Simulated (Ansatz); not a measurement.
`C[Si](C)(C)Cl` and `C[Si](C)(C)C` differ in one atom or group.

Ansatz, PBE0-D4/def2-TZVP geometries, multiplicity 1. 

| property | `C[Si](C)(C)Cl` |
| --- | --- |
| size of the dipole moment (PBE/def2-TZVPP) / D | 2.11 |
| HOMO energy (ωB97M-V/def2-TZVPP) / eV | -10.58 |
| size of the dipole moment (B3LYP/def2-TZVPP) / D | 2.15 |
| HOMO–LUMO gap (ωB97M-V/def2-TZVPP) / eV | 12.84 |
| LUMO energy (B3LYP/def2-TZVPP) / eV | 0.57 |
| HOMO–LUMO gap (B3LYP/def2-TZVPP) / eV | 8.67 |

Q: Give the same properties after the change, and the shifts. (Best estimate.)

A: Ansatz gave: 
```csv
property,`C[Si](C)(C)C`,shift
size of the dipole moment (PBE/def2-TZVPP) / D,0.00,-2.11
HOMO energy (ωB97M-V/def2-TZVPP) / eV,-10.57,0.01
size of the dipole moment (B3LYP/def2-TZVPP) / D,0.00,-2.15
HOMO–LUMO gap (ωB97M-V/def2-TZVPP) / eV,12.79,-0.05
LUMO energy (B3LYP/def2-TZVPP) / eV,0.55,-0.02
HOMO–LUMO gap (B3LYP/def2-TZVPP) / eV,8.65,-0.02
```

B3LYP here is the variant with VWN-RPA as its local correlation; programs differ in this.
